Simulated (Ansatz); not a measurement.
`[SiH3]C[S][GaH2]` + `N=CO` → `O/C=[N]/[GaH2]` + `[SiH3]CS`  (ligand exchange at a Ga–S bond)

Program: Ansatz. Geometries: PBE0-D4/def2-TZVP. ΔE: electronic, gas phase. CCSD(T)/CBS adds triple-zeta CCSD(T) − MP2 to the extrapolated MP2 energy (def2 sets, frozen cores). This one scheme is used for every species. Functionals use def2-TZVPP. For Ga outer-core shells are correlated without core-valence functions, which leaves a few kJ/mol of doubt a bond. Scalar relativity is left out up to krypton. Each species was taken in one conformer, which may not be the lowest.

```
           species  ωB97M-V energy (Eh)
`[SiH3]C[S][GaH2]`          -2654.71958
            `N=CO`           -169.89088
  `O/C=[N]/[GaH2]`          -2095.23726
        `[SiH3]CS`           -729.34880
```

(1) Work out ΔE.

Largest T1 diagnostic among the species: 0.016.

## Answers

(1) ΔE = (-2095.23726) + (-729.34880) − (-2654.71958) − (-169.89088) = 0.02440 Eh = +64.1 kJ/mol. CCSD(T)/CBS gives +65.6 kJ/mol.

Leaving LDA and LC-ωPBE aside and taking each functional with its dispersion term where it has one, the values, not all of them listed here, spread over 10.9 kJ/mol, from B2PLYP to HSE06-D4. The D4 term adds +6.6 kJ/mol with B3LYP and +3.6 kJ/mol with PBE0; it sums over pairs of atoms, weighted by their polarisabilities, and B3LYP, whose exchange is more repulsive, gets the larger term.

B3LYP here is the variant with VWN-RPA as its local correlation; programs differ in this.
